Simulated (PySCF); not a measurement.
Vibration and rotation of InN⁺

UHF-CCSD(T) constants of InN⁺, ⁴Σ⁻ (quartet), unpaired electrons σ ↑, π ↑↑ (In cc-pVDZ-PP with ECP28, N cc-pVDZ; scalar-relativistic core potentials (PySCF 2.14); masses 114.9039 and 14.0031 u):

- ωe: 80.2 cm⁻¹
- ωexe: 2.11 cm⁻¹
- Be: 0.132 cm⁻¹
- αe: 0.00391 cm⁻¹
- D (centrifugal): 1.43e-06 cm⁻¹
- De to In⁺ + N: 0.093 eV

Problem. Give the vibrational terms G(v) and spacings up to v = 4.

Solution. G(v) = ωe(v+½) − ωexe(v+½)².

```csv
v,G(v) (cm⁻¹),G(v) − G(v−1),Bv (cm⁻¹)
0,39.6,,0.1300
1,115.6,76.0,0.1261
2,187.3,71.8,0.1222
3,254.9,67.5,0.1183
4,318.2,63.3,0.1144
```

Problem. How well does the Morse estimate ωe²/(4ωexe) reproduce De, and what is D0?

Solution. It gives 0.094 eV, 102 % of the computed De. D0 = De − G(0) = 0.093 − 0.005 = 0.088 eV.

Correlated steps freeze 5 core orbitals. The bond is weak. Basis-set superposition, not corrected here, can be much of De in a small basis, most of all at correlated wavefunction levels. Spin–orbit coupling is left out, which matters for elements this heavy, above all for dissociation energies. For an ion De counts to the pair picked by the measured ionisation energies or electron affinities, which need not be the lowest pair at this level. The state is the lowest determinant that a PBE0 search found; another state may lie lower at other levels.
